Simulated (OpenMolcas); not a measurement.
**Computed transition rates of F V**

```json
{"Program": "OpenMolcas 26.06", "Method": "CASSCF", "Basis": "ANO-RCC-VTZP [4s3p2d1f]", "Scalar Hamiltonian": "DKH2, point nucleus", "Active space": "3 electrons in 4 orbitals (2s 2p)", "State averaging": "2S+1 = 4 odd, 1 root; 2S+1 = 2 odd, 11 roots (8 in the spin-orbit step); 2S+1 = 4 even, 3 roots; 2S+1 = 2 even, 9 roots", "Spin-orbit coupling": "state interaction with AMFI integrals over the reference wave functions, term energies averaged over their components"}
```

Rates come from the transition moments of the reference wave functions (E1 and E2 in the length form). At fixed line strength A goes as λ^-3 for E1 and M1 and as λ^-5 for E2, so a rate at the computed wavelength can be rescaled to the measured one. Measured vacuum wavelengths follow from level energies in Moore, Atomic Energy Levels, vol. I, NSRDS-NBS 35 (1971 reprint of NBS Circular 467, 1949). Branching counts decays inside the model space alone, at computed energies, and the table is only a selection of the E1 lines, drawn from those between levels with measured partners whose computed energy lies within a factor of 1.5 of the measured one.

```
        Upper           Lower  Type  λ computed (nm)  λ measured (nm)  A computed (s-1)  A rescaled (s-1)  Branching %
2s 2p² ²D_3/2  2s² 2p ²P°_3/2    E1            63.35            65.72          1.91e+08          1.71e+08         15.9
2s 2p² ²D_5/2  2s² 2p ²P°_3/2    E1            63.34            65.73          1.19e+09          1.06e+09        100.0
2s 2p² ²D_3/2  2s² 2p ²P°_1/2    E1            63.07             65.4          1.01e+09          9.06e+08         84.1
2s 2p² ²S_1/2  2s² 2p ²P°_3/2    E1            49.63            50.81          3.58e+09          3.34e+09         64.6
2s 2p² ²S_1/2  2s² 2p ²P°_1/2    E1            49.46            50.62          1.96e+09          1.83e+09         35.4
2s 2p² ²P_1/2  2s² 2p ²P°_3/2    E1            44.38             46.7          3.59e+09          3.08e+09         34.5
2s 2p² ²P_3/2  2s² 2p ²P°_3/2    E1            44.29             46.6          8.71e+09          7.48e+09         83.4
2s 2p² ²P_1/2  2s² 2p ²P°_1/2    E1            44.24            46.54          6.82e+09          5.86e+09         65.5
2s 2p² ²P_3/2  2s² 2p ²P°_1/2    E1            44.15            46.44          1.73e+09          1.49e+09         16.6
```

The largest correction is for 2s 2p² ²P_1/2 → 2s² 2p ²P°_3/2 (E1): 3.59e+09 × (44.38 / 46.7)^3 = 3.08e+09 s-1, a factor of 0.86.

The computed rate and branching of 2s 2p² ²D_5/2 → 2s² 2p ²P°_3/2 give the upper level a radiative lifetime of 1.000 / 1.19e+09 s-1 = 8.40e-10 s, counting decays inside the model space alone. The rescaled rate gives about 9.4e-10 s.

The computed order of these levels differs from the measured one in 1 place, and where term gaps are wrong the rates of spin-changing lines can be off by large factors.

No measured rate stands beside these. Rescaling mends the energy factor alone: line strengths can still be far off where a level mixes with configurations outside the active space, and weak or spin-changing lines hang on small mixing coefficients that depend on the term gaps too, so rescaling need not improve them.

Computed and measured levels are paired by configuration, term and J; levels that our copy of the source lacks, or whose pairing is in doubt (as where it misses far off the trend of its configuration), stay unpaired. Levels of configurations outside the active space are missing.

° marks odd parity.
